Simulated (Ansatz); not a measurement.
CH4N2, SMILES `N[C]N` (excited triplet) (charge 0, multiplicity 3). This triplet is an excited state, 2.40 eV above the relaxed singlet at the level frozen-core CCSD(T)/cc-pVTZ // PBE0-D3(BJ)/def2-TZVP (Ansatz, a quantum-chemistry and plane-wave program).

Level of theory: frozen-core fic-MRCISD+Q@CASSCF(2e,2o)/cc-pVTZ // PBE0-D3(BJ)/def2-TZVP (Ansatz).

Ansatz 0.2 input:
```yaml
crystal:
  periodic: [false, false, false]
  atoms:
    - { symbol: N, position_ang: [1.167801, 0.266933, 0.473654] }
    - { symbol: C, position_ang: [-0.005141, -0.453505, 0.468726] }
    - { symbol: N, position_ang: [-1.16496, -0.016458, -0.130142] }
    - { symbol: H, position_ang: [1.72834, 0.13553, 1.301663] }
    - { symbol: H, position_ang: [1.741373, 0.192462, -0.363621] }
    - { symbol: H, position_ang: [-1.735383, -0.755543, -0.511495] }
    - { symbol: H, position_ang: [-1.732024, 0.630584, 0.413306] }
basis:
  gaussian: { orbitals: cc-pVTZ }
correlation:
  method: fic_mrcisd_q
  active_space: { window: { electrons: 2, orbitals: 2 } }
magnetization:
  spin_polarized: false
  initial_magnetization: 2
```

Output:

```
Functional definition: HF
842 factors; integrals over basis functions are off by at most 1.0e-3 eV
mean field evaluation 1: about -4052.8290 eV, gradient 3.0e1 eV
mean field evaluation 2: about -4052.8339 eV, gradient 3.0e1 eV
mean field evaluation 4: about -4055.5572 eV, gradient 4.4e0 eV
mean field evaluation 8: about -4055.6822 eV, gradient 1.4e-1 eV
mean field -4055.68239396 eV, -149.0435789377 hartree, gradient 2.1e-6 eV, S^2 2.000000; 0 other end points of the search recorded, 0 dependent functions left out
reference -4055.68239396 eV, -149.0435789377 hartree; 13, 11 occupied and 133, 135 virtual orbitals, 842 factors
state -4055.68239396 eV, -149.0435789377 hartree
contracted CI cycle   1: correlation 0.00000000 eV, 0.0000000000 hartree, residual 4.36e1 eV
contracted CI cycle   2: correlation -13.46274193 eV, -0.4947466406 hartree, residual 5.79e0 eV
contracted CI cycle   3: correlation -13.77383087 eV, -0.5061789483 hartree, residual 1.18e0 eV
contracted CI cycle   4: correlation -13.78781881 eV, -0.5066929957 hartree, residual 3.03e-1 eV
contracted CI cycle   5: correlation -13.78897326 eV, -0.5067354208 hartree, residual 9.06e-2 eV
contracted CI cycle   6: correlation -13.78906274 eV, -0.5067387093 hartree, residual 2.54e-2 eV
contracted CI cycle   7: correlation -13.78906978 eV, -0.5067389679 hartree, residual 6.57e-3 eV
contracted CI cycle   8: correlation -13.78907022 eV, -0.5067389839 hartree, residual 1.55e-3 eV
contracted CI cycle   9: correlation -13.78907024 eV, -0.5067389848 hartree, residual 3.56e-4 eV
state -4055.68239396 eV, -149.0435789377 hartree; corrected -4071.28539497 eV, -149.6169786488 hartree
Total energy: -4071.28539497 eV, -149.6169786488 hartree
```
